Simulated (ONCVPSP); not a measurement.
## tantalum, ONCV: configuration errors across variants

```json
{
  "Element": "Ta (Z = 73)",
  "Generator": "ONCVPSP 4.0.1",
  "Type": "optimised norm-conserving Vanderbilt (ONCV)",
  "Functional": "LDA (Perdew-Wang 92)",
  "Relativity": "non-relativistic",
  "Frozen core": "[Xe] 4f14",
  "Valence charge": "5",
  "Reference configuration": "5d3 6s1.75 6p0.25",
  "Partial waves": "6s: rc 3.05 bohr, ncon 3, nbas 7, qcut 2.4 1/bohr, 1 projector; 6p: rc 4.00 bohr, ncon 4, nbas 7, qcut 2.2 1/bohr, 2 projectors, debl 1 Ha; 5d: rc 2.50 bohr, ncon 4, nbas 8, qcut 5.2 1/bohr, local",
  "Local potential": "the d channel",
  "Core correction": "polynomial model core, fcfact 0.3"
}
```

All-electron excitation energies from the reference (eV): (1) 5d3 6s2 6p0 -0.794; (2) 5d3 6s1 6p0 6.815; (3) 5d3.5 6s1.5 6p0 -0.776.

2 further variants failed, have other tests or too few solved ones, and are left out.

A true bound ghost makes a file unfit for plane-wave use even where its test errors are small: the radial tests pick states by their node count and pass the ghost by.

Errors AE − PS in meV (a dash: test not solved or not reliable):

```tsv
change	(1)	(2)	(3)	bound ghosts	GHOST(+) flags above zero
base	-0.1	-2.5	-14	s	p
all radii but the core radius scaled by about 0.77 (s 2.36, p 3.10, d 1.94 bohr)	+0.1	-3.1	-16	s	p
all radii but the core radius scaled by about 1.04 (s 3.16, p 4.16, d 2.60 bohr)	-0.1	-2.9	-13	s	p
all radii but the core radius scaled by about 1.10 (s 3.36, p 4.40, d 2.74 bohr)	-0.1	-3.6	-11	s	p
all radii but the core radius scaled by about 1.25 (s 3.82, p 5.02, d 3.14 bohr)	-0.1	-7.7	-3.4	s	p
all radii but the core radius scaled by about 1.33 (s 4.06, p 5.32, d 3.34 bohr)	-0.2	-11	+1.1	s	p
```

Problem. Give the same row for: all radii but the core radius scaled by about 1.18 (s 3.60, p 4.72, d 2.94 bohr).

Solution. -0.1, -5.3, -7.2; bound ghosts: s; GHOST(+) flags above zero: p.
